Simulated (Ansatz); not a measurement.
CHGeN, SMILES `N#[C][GeH]` (excited triplet) (charge 0, multiplicity 3). This triplet is an excited state, 1.44 eV above the relaxed singlet at the level B3LYP/cc-pVTZ // PBE0-D3(BJ)/def2-TZVP (Ansatz, an electronic-structure program).

These are frozen-core CCSD(T)/cc-pVDZ // PBE0-D3(BJ)/def2-TZVP (Ansatz) values and carry that method's errors.

Ansatz 0.2 input:
```yaml
crystal:
  periodic: [false, false, false]
  atoms:
    - { symbol: N, position_ang: [1.989816, 0.003185, 0.363491] }
    - { symbol: C, position_ang: [0.881901, 0.102053, 0.041159] }
    - { symbol: Ge, position_ang: [-0.880919, 0.350432, -0.572954] }
    - { symbol: H, position_ang: [-1.9908, -0.455671, 0.121427] }
basis:
  gaussian: { orbitals: cc-pVDZ }
correlation:
  method: ccsd_t
magnetization:
  spin_polarized: true
  initial_magnetization: 2
```

Output:

```
Functional definition: HF
642 factors; integrals over basis functions are off by at most 9.2e-4 eV
mean field evaluation 1: about -58994.5592 eV, gradient 2.3e1 eV
mean field evaluation 2: about -58994.6190 eV, gradient 2.3e1 eV
mean field evaluation 4: about -58998.7212 eV, gradient 3.8e0 eV
mean field evaluation 8: about -58998.9937 eV, gradient 7.6e-1 eV
mean field evaluation 16: about -58999.0337 eV, gradient 6.5e-3 eV
mean field evaluation 32: about -58999.0315 eV, gradient 1.3e-1 eV
mean field evaluation 64: about -58998.9368 eV, gradient 2.2e0 eV
mean field evaluation 96: about -58993.1806 eV, gradient 1.3e1 eV
mean field evaluation 128: about -58994.4417 eV, gradient 5.9e-3 eV
mean field evaluation 160: about -58995.3170 eV, gradient 3.6e-3 eV
mean field evaluation 192: about -58994.5167 eV, gradient 3.7e-1 eV
mean field evaluation 224: about -58992.6901 eV, gradient 5.5e-2 eV
mean field evaluation 256: about -58994.0611 eV, gradient 5.9e-2 eV
mean field -58999.03367310 eV, -2168.1744965050 hartree, gradient 4.4e-6 eV, S^2 2.127267; 3 other end points of the search recorded, 0 dependent functions left out
11 core orbitals not correlated
reference -58999.03367310 eV, -2168.1744965050 hartree; 13, 11 occupied and 36, 38 virtual orbitals, 642 factors
second order -9.26662433 eV of doubles, -0.00000000 eV of singles
cycle   1  -9.41038723 eV  change   -1.4e-1 eV  update   1.0e-1
cycle   2  -9.86342566 eV  change   -4.5e-1 eV  update   4.2e-2
cycle   3  -10.01895300 eV  change   -1.6e-1 eV  update   2.8e-2
cycle   4  -10.03567055 eV  change   -1.7e-2 eV  update   1.2e-2
cycle   5  -10.04026179 eV  change   -4.6e-3 eV  update   5.4e-3
cycle   6  -10.04034028 eV  change   -7.8e-5 eV  update   2.1e-3
cycle   7  -10.04087297 eV  change   -5.3e-4 eV  update   7.9e-4
cycle   8  -10.04115362 eV  change   -2.8e-4 eV  update   3.5e-4
cycle   9  -10.04102593 eV  change    1.3e-4 eV  update   1.6e-4
cycle  10  -10.04105439 eV  change   -2.8e-5 eV  update   6.4e-5
cycle  11  -10.04109037 eV  change   -3.6e-5 eV  update   2.9e-5
cycle  12  -10.04108658 eV  change    3.8e-6 eV  update   1.2e-5
perturbative correction -0.42833785 eV, -0.0157411255 hartree
Total energy: -59009.50309752 eV, -2168.5592407562 hartree
```
